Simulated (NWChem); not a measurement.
**Correlation energy of Se**

```xyz
1

Se     0.0000     0.0000     0.0000
```
Charge 0, spin multiplicity 3.

Program: NWChem.

Basis set: def2-SVP. Each correlation energy counts from its own Hartree-Fock reference.

The Hamiltonian is non-relativistic. The correlated methods keep 9 core orbitals frozen. The stability of the SCF solutions was not checked. Open-shell Hartree-Fock references start from PBE0 orbitals. No row is a measurement; the coupled-cluster row has its own basis-set and correlation limits.

Task: Order these methods by the correlation energy they give, lowest first: UMP2, SCS-UMP2, CCSD on UHF, CCSD[T] on UHF, CCSD[T] on ROHF.

Result: CCSD[T] on ROHF (-203.5 mHa), CCSD[T] on UHF (-199.7 mHa), CCSD on UHF (-196.1 mHa), UMP2 (-188.6 mHa), SCS-UMP2 (-173.3 mHa)
